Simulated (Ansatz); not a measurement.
Compare A (`C=[C](O)[GaH2]`) with its isomer B (`[GaH2][CH]1CO1`).

Program: Ansatz. Geometries: PBE0-D4/def2-TZVP. ΔE: electronic, gas phase. CCSD(T)/CBS adds triple-zeta CCSD(T) − MP2 to the extrapolated MP2 energy (def2 sets, frozen cores). Functionals use def2-TZVPP. B3LYP here is the variant with VWN-RPA as its local correlation; programs differ in this. For Ga outer-core shells are correlated without core-valence functions, which leaves a few kJ/mol of doubt a bond. Scalar relativity is left out up to krypton. Each species was taken in one conformer, which may not be the lowest.

A:

```xyz
9

C    -0.113    1.491    0.012
C     0.032    0.224    0.415
O     0.208   -0.022    1.748
Ga   -0.015   -1.214   -0.917
H    -0.094    2.322    0.712
H    -0.254    1.713   -1.038
H     0.297   -0.966    1.893
H     0.158   -2.692   -0.402
H    -0.219   -0.855   -2.423
```

B:

Z-matrix (Å, degrees):
```
C
C 1 1.476
O 1 1.443 2 57.4
Ga 1 1.969 2 119.8 3 103.2
H 1 1.090 2 114.6 3 -101.6
H 2 1.089 1 120.2 3 -104.0
H 2 1.088 1 118.6 3 104.6
H 4 1.570 1 121.0 2 143.1
H 4 1.568 1 117.0 2 -35.9
```

(1) Which is lower in electronic energy at CCSD(T)/CBS, and by how much? (An estimate is asked.)

(2) Give E(B) − E(A) in kJ/mol with r2SCAN-D4, PBE0-D4, B3LYP-D4, CCSD(T)/def2-SVP, MP2/def2-TZVPP, B2PLYP, PBE-D4. (Estimate.)

(3) Does the order hold for the free energy at 298.15 K (harmonic terms from PBE0-D4)? (An estimate is asked.)

Largest T1 diagnostic: 0.013.

Results:

(1) Computed: A, by 82.8 kJ/mol.

(2) The calculation gave: r2SCAN-D4 76.8, PBE0-D4 71.3, B3LYP-D4 87.3, CCSD(T)/def2-SVP 75.8, MP2/def2-TZVPP 73.3, B2PLYP 82.7, PBE-D4 73.9. None reverses the order clearly.

(3) Computed: Yes: G(B) − G(A) = +84.3 kJ/mol, for one conformer each.

In def2-TZVPP, CCSD(T) changes the Hartree–Fock value by −9.4 kJ/mol (the triples alone add +1.1 kJ/mol) and MP2 by −15.1 kJ/mol. At CCSD(T), def2-SVP lies −7.0 kJ/mol from the extrapolated value and def2-TZVPP −3.7 kJ/mol.
